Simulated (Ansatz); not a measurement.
`[CH3][V](=[O])([OH])[Cl]` + HCl → `[O]=[V]([OH])([Cl])[Cl]` + CH₄ at 400 K and 1 bar (ligand exchange at a V–C bond).

Gas-phase electronic energies from Ansatz, PBE0-D4/def2-TZVP geometries. CCSD(T)/CBS is the MP2 limit (def2-TZVPP, def2-QZVPP) plus CCSD(T) − MP2 in def2-TZVPP, frozen cores. This one scheme is used for every species. For V outer-core shells are correlated without core-valence functions, which leaves a few kJ/mol of doubt a bond. Scalar relativity is left out up to krypton. One conformer a species, not always the lowest.

```
                   species  CCSD(T)/CBS energy (Eh)  H − E (kJ/mol)  S (J/(mol·K))
`[CH3][V](=[O])([OH])[Cl]`              -1594.15676           176.1          391.7
                       HCl               -460.38127            29.6          195.4
 `[O]=[V]([OH])([Cl])[Cl]`              -2014.13218            83.5          374.8
                       CH₄                -40.46206           131.3          197.2
```

H − E and S are ideal-gas, rigid-rotor, harmonic terms from PBE0-D4/def2-TZVP, for one conformer and one mirror image of each species. 1 Eh = 2625.50 kJ/mol, R = 8.31446 J/(mol·K).

Q: By hand: ΔE, ΔH, ΔS and ΔG.

A: ΔE = (-2014.13218) + (-40.46206) − (-1594.15676) − (-460.38127) = -0.05621 Eh = -147.6 kJ/mol. Δ(H − E) = 83.5 + 131.3 − 176.1 − 29.6 = 9.1, so ΔH = -138.5 kJ/mol. ΔS = 374.8 + 197.2 − 391.7 − 195.4 = -15.1 J/(mol·K). ΔG = -138.5 − 400 × (-15.1)/1000 = -132.5 kJ/mol.

Q: By hand: the equilibrium constant, and the temperature at which ΔG would vanish if ΔH and ΔS stayed fixed.

A: log₁₀ K = −ΔG/(RT ln 10) = 17.3. ΔG = 0 at ΔH/ΔS = 9172 K, far beyond where these terms or the molecules hold.

ΔH outweighs TΔS. A doubt of 5 kJ/mol in ΔE shifts log₁₀ K by 0.7 here. Other conformers and mirror images would add mixing entropy, several J/(mol·K) or more a flexible species. These are equilibria of isolated gas molecules and say nothing of rates. Largest T1 diagnostic: 0.032 (customary marks: 0.02 for closed shells, 0.045 for open ones).
